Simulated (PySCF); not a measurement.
Bonds (- single, = double, # triple, : aromatic): O1-Si2 1.618 Å, Si2-O3 1.638 Å, O3-C4 1.354 Å, C4-O5 1.433 Å, O5-C6 1.321 Å, C6-F7 1.331 Å, C6-F8 1.349 Å, C6-F9 1.336 Å. O1 carries H10; Si2 carries H11, H12; C4 carries H13, H14.

Geometry: GFN2-xTB; GIAO shifts from PySCF 2.14.0 with density-fitted response routines, gas phase, non-relativistic, averaged over equivalent atoms.

At BHandHLYP/3-21G (95 basis functions, roughly 28 core-seconds):
| atoms | δ (ppm) |
| --- | --- |
| O5 | 98.4 |
| O3 | 33.8 |
| O1 | -8.5 |
| Si2 | 14.8 |
| C6 | 117.9 |
| C4 | 77.8 |
| F7/F8/F9 | -81.3 |
| H13/H14 | 6.10 |
| H11/H12 | 5.47 |
| H10 | 0.97 |

Shifts are taken against calculated references (same method and geometry level): $^{17}$O (333.89 ppm) against H2O; $^{29}$Si (508.42 ppm), $^{13}$C (209.28 ppm), $^{1}$H (33.50 ppm) vs TMS; $^{19}$F (228.09 ppm) against CFCl3.

Question: Estimate the result of repeating the calculation with BLYP/pcSseg-1.

Answer: 
```json
{"atoms": "O5", "δ at BLYP/pcSseg-1": "177.3", "change": "+78.9"}
{"atoms": "O3", "δ at BLYP/pcSseg-1": "112.5", "change": "+78.7"}
{"atoms": "O1", "δ at BLYP/pcSseg-1": "49.4", "change": "+57.9"}
{"atoms": "Si2", "δ at BLYP/pcSseg-1": "-42.3", "change": "-57.1"}
{"atoms": "C6", "δ at BLYP/pcSseg-1": "138.4", "change": "+20.5"}
{"atoms": "C4", "δ at BLYP/pcSseg-1": "94.5", "change": "+16.7"}
{"atoms": "F7/F8/F9", "δ at BLYP/pcSseg-1": "-89.7", "change": "-8.4"}
{"atoms": "H13/H14", "δ at BLYP/pcSseg-1": "5.79", "change": "-0.31"}
{"atoms": "H11/H12", "δ at BLYP/pcSseg-1": "5.22", "change": "-0.25"}
{"atoms": "H10", "δ at BLYP/pcSseg-1": "1.42", "change": "+0.45"}
```

Chemical shifts δ = σref − σ; H2O for $^{17}$O (σ = 335.56 ppm); $^{29}$Si (σ = 318.97 ppm), $^{13}$C (σ = 178.05 ppm), $^{1}$H (σ = 31.80 ppm) vs TMS; $^{19}$F (σ = 138.47 ppm) vs CFCl3, all at this level.

The largest change is at O5 (ether oxygen). Cost: 185 basis functions, roughly 110 core-seconds.

Unscaled 19F shifts against computed CFCl3 carry errors that often reach 10 to 50 ppm. Experimental scales use liquid or dissolved standards, which lie at an offset from isolated H2O (liquid H2O: subtract about 36 ppm).
